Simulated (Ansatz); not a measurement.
Consider the redistribution: `[CH3][InH][Br]` + `[NH2][Ga]([NH2])[OH]` → `[Br][InH2]` + `C[O][Ga]([NH2])[NH2]`.

Gas-phase electronic energies from Ansatz, PBE0-D4/def2-TZVP geometries. CCSD(T)/CBS adds triple-zeta CCSD(T) − MP2 to the extrapolated MP2 energy (def2 sets, frozen cores). def2 core potentials past Kr. For Br, Ga, In outer-core shells are correlated without core-valence functions, which leaves a few kJ/mol of doubt a bond. Scalar relativity is left out up to krypton. Each species was taken in one conformer, which may not be the lowest.

```
               species  CCSD(T)/CBS(def2) energy (Eh)
      `[CH3][InH][Br]`                    -2803.63750
`[NH2][Ga]([NH2])[OH]`                    -2111.61138
          `[Br][InH2]`                    -2764.36342
`C[O][Ga]([NH2])[NH2]`                    -2150.84841
```

Q: Work out ΔE.

A: ΔE = (-2764.36342) + (-2150.84841) − (-2803.63750) − (-2111.61138) = 0.03705 Eh = +97.3 kJ/mol.

Largest T1 diagnostic among the species: 0.013.

At CCSD(T), def2-SVP lies −30.2 kJ/mol from the extrapolated value and def2-TZVPP −5.3 kJ/mol. Leaving LDA and LC-ωPBE aside and taking each functional with its dispersion term where it has one, the values, not all of them listed here, spread over 15.1 kJ/mol, from B97M-V to PBE-QIDH. LDA lies −5.3 kJ/mol from PBE without D4. From BLYP to BHLYP (50 % exact exchange), in def2-TZVPP and without D4, ΔE moves by −3.4 kJ/mol.
